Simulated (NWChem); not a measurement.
# MoN2H2F2; SMILES [F][Mo]([F])(=[NH])=[NH]

def2 effective core potentials on Mo; no spin-orbit coupling.

Give the equilibrium geometry at PBE0/def2-SVP with def2 effective core potentials on Mo (NWChem) as an XYZ file, with the point group.

point group C2v; any orientation.
```
7

Mo     0.0000     0.0000     0.0523
N      0.0000    -1.3871    -0.9499
H      0.0000    -1.8824    -1.8396
N      0.0000     1.3871    -0.9499
H      0.0000     1.8824    -1.8396
F     -1.5734     0.0000     1.0367
F      1.5734     0.0000     1.0367
```
